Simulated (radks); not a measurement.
Values are calculated unless marked as measured or tabulated.
Effect of the nuclear size on the ytterbium ion Yb3+, [Xe] 4f13. Code: a radial shooting solver on a logarithmic mesh with Libxc functionals. Model: Dirac Kohn-Sham, BLYP, spin-unpolarised, spherical densities, finite nucleus; open shells fill j = l - 1/2 first; Fermi nuclear charge, rms radius 5.3108 fm. The rms radius is varied about that value; shifts are against it.

rms radius (fm)  total energy shift (eV)  density at nucleus (e/bohr^3)  1s1/2 shift (meV)  2s1/2 shift (meV)  5s1/2 shift (meV)  5p1/2 shift (meV)  4f7/2 shift (meV)  6s1/2 (empty) shift (meV)
4.7479                             -7.96                      1.063e+06              -3250               -441              -3.76              0.086              0.433                     -0.606
4.8434                             -6.65                      1.057e+06              -2710               -369              -3.14              0.072              0.362                     -0.506
5.3108                                 0                      1.027e+06              0.000              0.000              0.000              0.000              0.000                      0.000
5.6666                              5.34                      1.007e+06               2180                297               2.52             -0.057             -0.291                      0.407
6.288                               15.2                      9.749e+05               6220                846               7.20             -0.163             -0.830                       1.16

Slopes of the eigenvalues against <r^2> in GHz/fm^2, as finite differences over the two radii next to the reference (eigenvalue slopes, not the field-shift constants of lines): 1s1/2 137000, 2s1/2 18600, 5s1/2 158, 5p1/2 -3.60, 4f7/2 -18.2, 6s1/2 (empty) 25.5.
